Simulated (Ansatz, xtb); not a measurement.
**A geometry optimisation of CH7GaN2O with r2SCAN-D4/def2-SVP**

The starting geometry of this gas-phase singlet was built from a drawn formula by distance geometry and a force field; its bonds are those of `[NH3+][GaH2-][NH]C=O`.

```yaml
atoms:
  - { symbol: C, position_ang: [0.0749, 0.1493, 0.9583] }
  - { symbol: Ga, position_ang: [-1.2494, -0.7399, -1.5024] }
  - { symbol: N, position_ang: [-1.5905, 1.0068, -2.1631] }
  - { symbol: N, position_ang: [0.1639, -0.6343, -0.2274] }
  - { symbol: O, position_ang: [-0.9450, 0.8481, 1.2360] }
  - { symbol: H, position_ang: [-2.2592, 1.4957, -1.5085] }
  - { symbol: H, position_ang: [-0.7675, 1.5584, -2.3039] }
  - { symbol: H, position_ang: [-2.1325, 0.9519, -3.1057] }
  - { symbol: H, position_ang: [-2.5705, -1.3416, -0.7559] }
  - { symbol: H, position_ang: [-0.7962, -1.6883, -2.6889] }
  - { symbol: H, position_ang: [1.0498, -1.1764, -0.4198] }
  - { symbol: H, position_ang: [0.9205, 0.1964, 1.6292] }
```

Problem. Where would you expect an optimisation with r2SCAN-D4/def2-SVP to take it?

Solution. It keeps its bonds, and is `[NH3+][GaH2-][NH]C=O`.

The energy falls by 1.13 eV over 18 steps:

```tsv
step	E − E(last) (eV)
1	1.127
3	0.248
5	0.149
7	0.085
9	0.026
10	0.012
12	0.004
14	0.000
16	0.000
18	0.000
```

Final geometry (Å):

```xyz
12

C    -0.0059    0.3646    0.6656
Ga   -1.2006   -1.0290   -1.6520
N    -1.6077    0.9615   -1.9689
N    -0.0042   -0.7051   -0.1398
O    -0.7049    1.3788    0.5219
H    -1.3798    1.3481   -1.0067
H    -1.0131    1.4264   -2.6560
H    -2.5799    1.1667   -2.2008
H    -2.5836   -1.6175   -1.2077
H    -0.3878   -1.5620   -2.8812
H     0.6637   -1.4183    0.1437
H     0.7023    0.3118    1.5298
```

From the same start GFN2-xTB ends elsewhere, differing in Ga2–O5 (1.98 against 3.28 Å here).

No frequencies were run, so the end isn't proven a minimum. Run with Ansatz 0.2.0, 66 s on 2 threads of Arm Neoverse V1 (shared host).
